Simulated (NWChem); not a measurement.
## Total energies of F2Ge

```
Ge
F 1 1.7471
F 1 1.7471 2 97.20
```
Charge 0, spin multiplicity 1.

The numbers come from NWChem runs, not from measurements. Structure: optimised with PBE0/def2-SVP, a minimum by its harmonic frequencies.

Basis set: def2-TZVP (110 functions).

| method | total energy (Ha) | relative cost |
|---|---|---|
| RHF | -2274.41523 | 1 |
| MP2 | -2275.14364 | under 3 |
| B2PLYP | -2276.39558 | 3 |
| PBE | -2276.36546 | under 3 |
| B3LYP | -2276.91108 | under 3 |
| BLYP | -2276.92181 | under 3 |

Total energies of different functionals aren't comparable as a measure of quality: only differences taken within one method are. Costs are rough ratios of processor time within this set of runs, SCF included, with RHF as 1.

The Hamiltonian is non-relativistic. The correlated methods keep 11 core orbitals frozen. B3LYP has NWChem's definition, with VWN1-RPA local correlation. The structure started from a generated list of species.
